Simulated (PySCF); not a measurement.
Geometry:
```tsv
atom	x (Å)	y (Å)	z (Å)
F1	-0.365	3.310	-0.191
P2	-0.161	1.886	-0.915
F3	1.425	2.023	-1.225
P4	0.015	0.619	0.924
Si5	1.585	-0.789	0.088
Si6	-1.755	-0.716	0.440
H7	1.437	-0.987	-1.385
H8	1.370	-2.097	0.778
H9	2.940	-0.261	0.403
H10	-1.827	-1.751	1.511
H11	-1.632	-1.387	-0.892
H12	-2.991	0.121	0.454
```

Geometry: PBE0-D3(BJ)/def2-SVP; GIAO absolute shieldings from PySCF, gas phase, non-relativistic, averaged over equivalent atoms.

At wB97X-D/pcSseg-1 (160 basis functions, 22 s wall time on 1 thread of an Arm Neoverse V1, shared host):
```json
{"atoms": "F1/F3", "σ (ppm)": "277.3"}
{"atoms": "P2", "σ (ppm)": "-24.8"}
{"atoms": "P4", "σ (ppm)": "520.8"}
{"atoms": "Si5/Si6", "σ (ppm)": "427.9"}
{"atoms": "H7/H8/H9/H10/H11/H12", "σ (ppm)": "27.35"}
```

Question: What do these become at WP04/pcSseg-1?

Answer: 
```tsv
atoms	σ at WP04/pcSseg-1	change
F1/F3	281.4	+4.1
P2	-60.4	-35.6
P4	456.2	-64.6
Si5/Si6	402.3	-25.6
H7/H8/H9/H10/H11/H12	28.04	+0.69
```

The largest change is at P4 (phosphorus bonded to P, 2 Si). Cost: 160 basis functions, 27 s wall time on 1 thread of an Arm Neoverse V1, shared host.
